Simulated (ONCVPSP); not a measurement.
PBE ONCV dataset for osmium, scalar-relativistic all-electron reference.

Input for ONCVPSP 4.0.1:

```
# ATOM AND REFERENCE CONFIGURATION
# atsym  z   nc   nv     iexc    psfile
  Os 76.00   10    4        4      upf
#
#   n    l    f
    1    0    2.00
    2    0    2.00
    2    1    6.00
    3    0    2.00
    3    1    6.00
    3    2   10.00
    4    0    2.00
    4    1    6.00
    4    2   10.00
    4    3   14.00
    5    0    2.00
    5    1    6.00
    5    2    6.00
    6    0    2.00
#
# PSEUDOPOTENTIAL AND OPTIMIZATION
# lmax
    2
#
#   l,   rc,      ep,       ncon, nbas, qcut
    0    1.80    0.00    5    8    8.30
    1    1.60    0.00    5    9   10.60
    2    2.35    0.00    4    9    5.50
#
# LOCAL POTENTIAL
# lloc, lpopt,  rc(5),   dvloc0
    4    1    1.15    3.00
#
# VANDERBILT-KLEINMAN-BYLANDER PROJECTORs
# l, nproj, debl
    0    2    2.80
    1    2    1.40
    2    2    2.00
#
# MODEL CORE CHARGE
# icmod, fcfact, rcfact
    0    0.00    0.00
#
# LOG DERIVATIVE ANALYSIS
# epsh1, epsh2, depsh
   -5.00    5.00    0.04
#
# OUTPUT GRID
# rlmax, drl
    6.00    0.01
#
# TEST CONFIGURATIONS
# ncnf
    4
# nvcnf
#   n    l    f
    4
    5    0    2.00
    5    1    6.00
    5    2    6.00
    6    0    1.00
#
    4
    5    0    2.00
    5    1    6.00
    5    2    6.00
    6    0    0.00
#
    4
    5    0    2.00
    5    1    6.00
    5    2    5.00
    6    0    0.00
#
    4
    5    0    2.00
    5    1    6.00
    5    2    6.50
    6    0    1.50
#
```

Command:

```bash
oncvpsp.x < Os.dat > Os.out
```

The program printed (shortened: citation, most of the input echo, consistency checks and plot data are left out):

```
ONCVPSP  (Optimized Norm-Conservinng Vanderbilt PSeudopotential)
scalar-relativistic version 4.0.1

#   n    l    f        energy (Ha)
    1    0    2.00    -2.7150734E+03
    2    0    2.00    -4.7284937E+02
    2    1    6.00    -4.1167993E+02
    3    0    2.00    -1.1003926E+02
    3    1    6.00    -9.2081844E+01
    3    2   10.00    -7.2038625E+01
    4    0    2.00    -2.3222497E+01
    4    1    6.00    -1.7333919E+01
    4    2   10.00    -1.0027450E+01
    4    3   14.00    -1.9101812E+00
    5    0    2.00    -3.3644808E+00
    5    1    6.00    -1.8683286E+00
    5    2    6.00    -2.2987448E-01
    6    0    2.00    -2.2589415E-01

Reference configufation results
  iterations    27
  all-electron total energy (Ha)   -1.72538533D+04

Begin loop to  construct optimized pseudo wave functions
and semi-local pseudopoentials for all angular momenta

Calculating optimized projector #   1

 for l=   0

    Fraction of norm inside rc  0.979008
    Optimizing pswf for qcut=   8.30 a_B^-1,  ecut=  34.44 Ha
    Residual kinetic energy error=  1.55D-06 Ha

    Energy error per electron        Cutoff
         Ha          eV             Ha
         0.01000     0.27211       19.40
         0.00100     0.02721       24.74
         0.00010     0.00272       28.56
         0.00001     0.00027       31.78

Calculating optimized projector #   2

 for l=   0

    Fraction of norm inside rc  0.102117
    Optimizing pswf for qcut=   8.30 a_B^-1,  ecut=  34.44 Ha
    Residual kinetic energy error=  1.25D-06 Ha

    Energy error per electron        Cutoff
         Ha          eV             Ha
         0.01000     0.27211       15.72
         0.00100     0.02721       22.44
         0.00010     0.00272       27.51
         0.00001     0.00027       31.27

WARNING wellstate: negative energy specified for n= 6 l=  1
WARNING scattering state with energy  0.25000000
WARNING will be used for the first projector

   Wellstate for l =  1  n =  6
     eigenvalue =   0.2500
     asymptotic potential =   0.7500
     half-point radius =  3.4667

Calculating optimized projector #   1

 for l=   1

    Fraction of norm inside rc  0.864628
    Optimizing pswf for qcut=  10.60 a_B^-1,  ecut=  56.18 Ha
    Residual kinetic energy error=  2.06D-07 Ha

    Energy error per electron        Cutoff
         Ha          eV             Ha
         0.01000     0.27211       28.61
         0.00100     0.02721       37.24
         0.00010     0.00272       43.64
         0.00001     0.00027       48.74

Calculating optimized projector #   2

 for l=   1

    Fraction of norm inside rc  0.074724
    Optimizing pswf for qcut=  10.60 a_B^-1,  ecut=  56.18 Ha
    Residual kinetic energy error=  6.50D-08 Ha

    Energy error per electron        Cutoff
         Ha          eV             Ha
         0.01000     0.27211       22.29
         0.00100     0.02721       32.99
         0.00010     0.00272       40.80
         0.00001     0.00027       46.70

   Wellstate for l =  2  n =  7
     eigenvalue =   1.7701
     asymptotic potential =   2.2701
     half-point radius =  4.2753

Calculating optimized projector #   1

 for l=   2

    Fraction of norm inside rc  0.793388
    Optimizing pswf for qcut=   5.51 a_B^-1,  ecut=  15.16 Ha
    Residual kinetic energy error=  4.92D-05 Ha

    Energy error per electron        Cutoff
         Ha          eV             Ha
         0.01000     0.27211       10.25
         0.00100     0.02721       12.57
         0.00010     0.00272       14.53
         0.00001     0.00027       38.41

Calculating optimized projector #   2

 for l=   2

    Fraction of norm inside rc  0.192421
    Optimizing pswf for qcut=   5.51 a_B^-1,  ecut=  15.16 Ha
    Residual kinetic energy error=  2.65D-04 Ha

    Energy error per electron        Cutoff
         Ha          eV             Ha
         0.01000     0.27211       11.20
         0.00100     0.02721       13.78
         0.00010     0.00272       18.85
         0.00001     0.00027       60.82

Construct Vanderbilt / Kleinmman-Bylander projectors

B matrix Hermiticity error, ll=   0
   1   2    4.7679E-04

  Orthonormal projector coefficients  1.0790E+01  1.3522E+00

B matrix Hermiticity error, ll=   1
   1   2    3.2763E-04

  Orthonormal projector coefficients  9.1815E+00  6.6149E-01

B matrix Hermiticity error, ll=   2
   1   2   -1.8959E-04

  Orthonormal projector coefficients  3.6004E+00 -9.9927E-01

Pseudoatom total energy  -90.863410

Diagnostic tests using Vanderbilt-Kleinman-Bylander pseudopotentials
  1 or more projectors used as specified by nproj input data

   l    rcore       rmatch      e in        delta e   norm test  slope test

   0   1.8018974   1.8566069  -3.3644808   0.0000057   1.0002455   1.0002244
   0   1.8018974   1.8566069  -0.2258941   0.0000030   1.0000369   1.0000268

   1   1.6083050   1.6571367  -1.8683286   0.0000007   1.0001775   1.0001903
   1   1.6083050   1.6571367   0.2500000   0.0000324   1.0004022   1.0004022

   2   2.3585180   2.4301277  -0.2298745  -0.0000016   1.0000718   1.0000758
   2   2.3585180   2.4301277   1.7701255   0.0000242   1.0001255   1.0001255

 Testing for bound ghosts
   n   l    E NL Schr. Eq   E Basis Diag.   E Cutoff

   1   0       -3.364475       -3.364474     81.75
   2   0       -0.225891       -0.199526     81.75

   2   1       -1.868328       -1.868319    153.21

   3   2       -0.229876       -0.229577     79.77

 Testing for highly-localized positive-energy ghosts
       l    <radius>/rc     E Basis Diag.   E Cutoff

       0        0.841009        9.820042     81.75  WARNING - GHOST(+)

Test configuration 0

   n   l     f        eae           eps        diff
   1   0  2.0000-2715.07338289
   2   0  2.0000 -472.84936549
   2   1  6.0000 -411.67992553
   3   0  2.0000 -110.03926245
   3   1  6.0000  -92.08184394
   3   2 10.0000  -72.03862519
   4   0  2.0000  -23.22249729
   4   1  6.0000  -17.33391857
   4   2 10.0000  -10.02745036
   4   3 14.0000   -1.91018119
   5   0  2.0000   -3.36448080   -3.36447510    5.69D-06
   5   1  6.0000   -1.86832863   -1.86832797    6.54D-07
   5   2  6.0000   -0.22987448   -0.22987606   -1.58D-06
   6   0  2.0000   -0.22589415   -0.22589114    3.00D-06

    Total energies and differences
      AE_ref= -1.72538533D+04  AE_tst= -1.72538533D+04  dif=  0.00D+00
      PS_ref= -9.08634102D+01  PS_tst= -9.08634102D+01  dif=  6.25D-13
      PSP excitation error= -6.25D-13

Test configuration 1

   n   l     f        eae           eps        diff
   1   0  2.0000-2715.37036965
   2   0  2.0000 -473.14411200
   2   1  6.0000 -411.97472877
   3   0  2.0000 -110.33436812
   3   1  6.0000  -92.37695357
   3   2 10.0000  -72.33356469
   4   0  2.0000  -23.51781572
   4   1  6.0000  -17.62919982
   4   2 10.0000  -10.32261326
   4   3 14.0000   -2.20533468
   5   0  2.0000   -3.66027807   -3.66120986   -9.32D-04
   5   1  6.0000   -2.16520566   -2.16573587   -5.30D-04
   5   2  6.0000   -0.51959560   -0.51981951   -2.24D-04
   6   0  1.0000   -0.48294298   -0.48285121    9.18D-05

    Total energies and differences
      AE_ref= -1.72538533D+04  AE_tst= -1.72535014D+04  dif=  3.52D-01
      PS_ref= -9.08634102D+01  PS_tst= -9.05113709D+01  dif=  3.52D-01
      PSP excitation error= -8.13D-05

Test configuration 2

   n   l     f        eae           eps        diff
   1   0  2.0000-2715.70820885
   2   0  2.0000 -473.47894437
   2   1  6.0000 -412.30964734
   3   0  2.0000 -110.66934890
   3   1  6.0000  -92.71194032
   3   2 10.0000  -72.66837248
   4   0  2.0000  -23.85293710
   4   1  6.0000  -17.96426499
   4   2 10.0000  -10.65750964
   4   3 14.0000   -2.54008427
   5   0  2.0000   -3.99490762   -3.99729054   -2.38D-03
   5   1  6.0000   -2.50006319   -2.50149368   -1.43D-03
   5   2  6.0000   -0.84242710   -0.84296472   -5.38D-04

    Total energies and differences
      AE_ref= -1.72538533D+04  AE_tst= -1.72528797D+04  dif=  9.74D-01
      PS_ref= -9.08634102D+01  PS_tst= -8.98896747D+01  dif=  9.74D-01
      PSP excitation error= -1.69D-04

Test configuration 3

   n   l     f        eae           eps        diff
   1   0  2.0000-2716.21560750
   2   0  2.0000 -473.98818263
   2   1  6.0000 -412.81890238
   3   0  2.0000 -111.17600786
   3   1  6.0000  -93.21860051
   3   2 10.0000  -73.17551167
   4   0  2.0000  -24.35850478
   4   1  6.0000  -18.46982775
   4   2 10.0000  -11.16310435
   4   3 14.0000   -3.04472012
   5   0  2.0000   -4.49186805   -4.49382966   -1.96D-03
   5   1  6.0000   -2.98701657   -2.98826877   -1.25D-03
   5   2  5.0000   -1.28566109   -1.28497794    6.83D-04

    Total energies and differences
      AE_ref= -1.72538533D+04  AE_tst= -1.72518196D+04  dif=  2.03D+00
      PS_ref= -9.08634102D+01  PS_tst= -8.88293413D+01  dif=  2.03D+00
      PSP excitation error= -3.98D-04

Test configuration 4

   n   l     f        eae           eps        diff
   1   0  2.0000-2715.02823191
   2   0  2.0000 -472.80215760
   2   1  6.0000 -411.63277176
   3   0  2.0000 -109.99260243
   3   1  6.0000  -92.03518764
   3   2 10.0000  -71.99177799
   4   0  2.0000  -23.17604318
   4   1  6.0000  -17.28742325
   4   2 10.0000   -9.98084056
   4   3 14.0000   -1.86367693
   5   0  2.0000   -3.31950591   -3.32017558   -6.70D-04
   5   1  6.0000   -1.82636933   -1.82665458   -2.85D-04
   5   2  6.5000   -0.20030249   -0.20053567   -2.33D-04
   6   0  1.5000   -0.21233840   -0.21218218    1.56D-04

    Total energies and differences
      AE_ref= -1.72538533D+04  AE_tst= -1.72538513D+04  dif=  2.00D-03
      PS_ref= -9.08634102D+01  PS_tst= -9.08614451D+01  dif=  1.97D-03
      PSP excitation error=  3.08D-05
```

The run took about 3.2 s on one core of a shared server CPU.
